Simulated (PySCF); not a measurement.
Molfile (atoms numbered from 1):
```
C7H14SSi
     RDKit          3D

 23 24  0  0  0  0  0  0  0  0999 V2000
    3.0832   -0.3786   -0.4299 Si  0  0  0  0  0  4  0  0  0  0  0  0
    1.5460    1.1049   -0.5092 S   0  0  0  0  0  0  0  0  0  0  0  0
    0.1400    0.1980    0.2685 C   0  0  2  0  0  0  0  0  0  0  0  0
   -0.2539   -1.0524   -0.5289 C   0  0  0  0  0  0  0  0  0  0  0  0
   -1.7326   -1.4329   -0.3571 C   0  0  0  0  0  0  0  0  0  0  0  0
   -2.5886   -0.1870   -0.1333 C   0  0  1  0  0  0  0  0  0  0  0  0
   -2.1620    0.4830    1.1875 C   0  0  0  0  0  0  0  0  0  0  0  0
   -1.0428    1.1645    0.3750 C   0  0  2  0  0  0  0  0  0  0  0  0
   -1.9736    1.0391   -0.8518 C   0  0  0  0  0  0  0  0  0  0  0  0
    3.1433   -0.9855    0.9367 H   0  0  0  0  0  0  0  0  0  0  0  0
    2.9035   -1.4837   -1.4210 H   0  0  0  0  0  0  0  0  0  0  0  0
    4.3546    0.3397   -0.7324 H   0  0  0  0  0  0  0  0  0  0  0  0
    0.4633   -0.0644    1.2896 H   0  0  0  0  0  0  0  0  0  0  0  0
    0.4045   -1.8987   -0.2772 H   0  0  0  0  0  0  0  0  0  0  0  0
   -0.0683   -0.8315   -1.5910 H   0  0  0  0  0  0  0  0  0  0  0  0
   -2.0655   -1.9791   -1.2545 H   0  0  0  0  0  0  0  0  0  0  0  0
   -1.8732   -2.1196    0.4948 H   0  0  0  0  0  0  0  0  0  0  0  0
   -3.6588   -0.3975   -0.2819 H   0  0  0  0  0  0  0  0  0  0  0  0
   -2.9034    1.2160    1.5388 H   0  0  0  0  0  0  0  0  0  0  0  0
   -1.8697   -0.1685    2.0284 H   0  0  0  0  0  0  0  0  0  0  0  0
   -0.7073    2.1649    0.6880 H   0  0  0  0  0  0  0  0  0  0  0  0
   -2.6848    1.8769   -0.8910 H   0  0  0  0  0  0  0  0  0  0  0  0
   -1.5212    0.9094   -1.8473 H   0  0  0  0  0  0  0  0  0  0  0  0
  1  2  1  0
  2  3  1  0
  3  4  1  0
  4  5  1  0
  5  6  1  0
  6  7  1  0
  7  8  1  0
  8  9  1  0
  8  3  1  0
  9  6  1  0
  1 10  1  0
  1 11  1  0
  1 12  1  0
  3 13  1  1
  4 14  1  0
  4 15  1  0
  5 16  1  0
  5 17  1  0
  6 18  1  1
  7 19  1  0
  7 20  1  0
  8 21  1  1
  9 22  1  0
  9 23  1  0
M  END
```

PySCF 2.14 calculation with coordinates at the PBE0-D3(BJ)/def2-SVP level and shieldings: GIAO PBE0/pcSseg-1; no relativistic terms, fast rotation and ring inversion assumed for equivalent nuclei, one conformer, in vacuum.

Question: List the cross peaks expected in HSQC, COSY and HMBC spectra.

Answer: 

HSQC (one-bond C–H):
```tsv
δH	δC
2.85 (H13)	50.4 (C3)
2.25 (H19)	41.3 (C7)
2.15 (H21)	43.9 (C8)
2.13 (H18)	35.0 (C6)
1.90 (H14)	31.2 (C4)
1.83 (H22)	26.4 (C9)
1.81 (H16)	31.7 (C5)
1.80 (H15)	31.2 (C4)
1.79 (H23)	26.4 (C9)
1.53 (H17)	31.7 (C5)
0.94 (H20)	41.3 (C7)
```

COSY cross peaks (H two or three bonds apart, from the bond graph; peaks can be absent where the dihedral angle is near 90°):
```tsv
δH	δH
2.85 (H13)	2.15 (H21)
2.85 (H13)	1.90 (H14)
2.85 (H13)	1.80 (H15)
2.25 (H19)	2.15 (H21)
2.25 (H19)	2.13 (H18)
2.25 (H19)	0.94 (H20)
2.15 (H21)	1.83 (H22)
2.15 (H21)	1.79 (H23)
2.15 (H21)	0.94 (H20)
2.13 (H18)	1.83 (H22)
2.13 (H18)	1.81 (H16)
2.13 (H18)	1.79 (H23)
2.13 (H18)	1.53 (H17)
2.13 (H18)	0.94 (H20)
1.90 (H14)	1.81 (H16)
1.90 (H14)	1.80 (H15)
1.90 (H14)	1.53 (H17)
1.83 (H22)	1.79 (H23)
1.81 (H16)	1.80 (H15)
1.81 (H16)	1.53 (H17)
1.80 (H15)	1.53 (H17)
```

HMBC (two and three bonds, from the bond graph):
```tsv
δH	δC
4.59 (H10/H11/H12)	50.4 (C3)
2.85 (H13)	43.9 (C8), 41.3 (C7), 31.7 (C5), 31.2 (C4), 26.4 (C9)
2.25 (H19)	50.4 (C3), 43.9 (C8), 35.0 (C6), 31.7 (C5), 26.4 (C9)
2.15 (H21)	50.4 (C3), 41.3 (C7), 35.0 (C6), 31.2 (C4), 26.4 (C9)
2.13 (H18)	43.9 (C8), 41.3 (C7), 31.7 (C5), 31.2 (C4), 26.4 (C9)
1.90 (H14)	50.4 (C3), 43.9 (C8), 35.0 (C6), 31.7 (C5)
1.83 (H22)	50.4 (C3), 43.9 (C8), 41.3 (C7), 35.0 (C6), 31.7 (C5)
1.81 (H16)	50.4 (C3), 41.3 (C7), 35.0 (C6), 31.2 (C4), 26.4 (C9)
1.80 (H15)	50.4 (C3), 43.9 (C8), 35.0 (C6), 31.7 (C5)
1.79 (H23)	50.4 (C3), 43.9 (C8), 41.3 (C7), 35.0 (C6), 31.7 (C5)
1.53 (H17)	50.4 (C3), 41.3 (C7), 35.0 (C6), 31.2 (C4), 26.4 (C9)
0.94 (H20)	50.4 (C3), 43.9 (C8), 35.0 (C6), 31.7 (C5), 26.4 (C9)
```

Scale: ¹H and ¹³C vs TMS (reference shieldings calculated alike).

Short H···H contacts in this conformer between protons four or more bonds apart (candidates for NOE cross peaks, intensity ∝ r⁻⁶): H15···H23 2.28 Å, H13···H20 2.45 Å, H17···H20 2.48 Å, H19···H22 2.53 Å, H11···H14 2.78 Å.

Shifts are as computed. Against solution values, carbons near 30 ppm lie about +2 ppm off and those near 130 ppm about +5 ppm. Of 1313 compounds with measured shifts, 239 miss one by over three times the rms of a fit or turn the order of signals round; such compounds aren't used in these exercises.
